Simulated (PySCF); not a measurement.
Spectra and structures to be paired. The calculation used PySCF 2.14.0, density-fitted response routines, TDDFT B3LYP/def2-SVPD, vertical, gas phase, core orbitals frozen in the response, def2 core potentials past Kr. Geometries: PBE0-D3(BJ)/def2-SVP; one conformer of each isolated species. Triplets are in the Tamm–Dancoff approximation. Atoms past krypton carry core potentials; spin–orbit coupling is left out. Ions are computed without counter-ions or solvent.

A. `[CH3][Bi]([CH3])[I]`
B. `C[C+]1CCC[C@H]1C`
C. `N#CC[SiH2]N`
D. `ClCCOC1CC1`
E. `FCC1=CC=CBC=C1`

Lowest singlet levels (six at most, fewer where fewer were computed) with oscillator strengths:

1. 196 nm (f 0.015); 183 nm (f 0.013); 177 nm (f 0.012); 173 nm (f 0.024); 167 nm (f 0.003); 164 nm (f 0.043); T1 5.96 eV
2. 260 nm (f 0.018); 257 nm (f 0.009); 240 nm (f 0.002); 232 nm (f 0.017); 211 nm (f 0.000); 204 nm (f 0.045)
3. 191 nm (f 0.012); 181 nm (f 0.017); 178 nm (f 0.015); 173 nm (f 0.016); 170 nm (f 0.004); 169 nm (f 0.007); T1 6.21 eV
4. 343 nm (f 0.015); 329 nm (f 0.002); 269 nm (f 0.050); 238 nm (f 0.020); 237 nm (f 0.010); 231 nm (f 0.001); T1 3.18 eV
5. 279 nm (f 0.049); 270 nm (f 0.145); 241 nm (f 0.000); 237 nm (f 0.000); 229 nm (f 0.004); 224 nm (f 0.000)

Task: Which spectrum belongs to which structure?

Result: 1 = C, 2 = B, 3 = D, 4 = A, 5 = E.
- A: S1 at 3.62 eV, HOMO→LUMO (98%); Löwdin shares by element: HOMO iodine 66%, bismuth 18%, carbon 13%; LUMO bismuth 52%, iodine 34%, carbon 10%; HOMO -6.61 and LUMO -2.12 eV.
- B: S1 at 4.76 eV, HOMO→LUMO (87%), HOMO-1→LUMO (12%); Löwdin shares by element: HOMO carbon 39% or more, hydrogen 22% or more (atoms not listed hold the other 39%); LUMO carbon 74% or more (atoms not listed hold the other 26%); HOMO -13.69 and LUMO -8.00 eV.
- C: S1 at 6.32 eV, HOMO→LUMO (97%); Löwdin shares by element: HOMO nitrogen 59% or more, hydrogen 14% or more, silicon 13%; LUMO silicon 31%, hydrogen 21% or more, nitrogen 12% or more (atoms not listed hold the other 37%); HOMO -7.60 and LUMO -0.20 eV.
- D: S1 at 6.48 eV, HOMO→LUMO (96%); Löwdin shares by element: HOMO oxygen 39%, carbon 31% or more, chlorine 6% (atoms not listed hold the other 24%); LUMO chlorine 44%, carbon 24% or more, hydrogen 5% or more (atoms not listed hold the other 27%); HOMO -7.18 and LUMO 0.20 eV.
- E: S1 at 4.44 eV, HOMO→LUMO+1 (72%), HOMO-1→LUMO (23%); Löwdin shares by element: HOMO carbon 64% or more (atoms not listed hold the other 36%); LUMO carbon 66% or more (atoms not listed hold the other 34%); HOMO -6.97 and LUMO -2.23 eV.
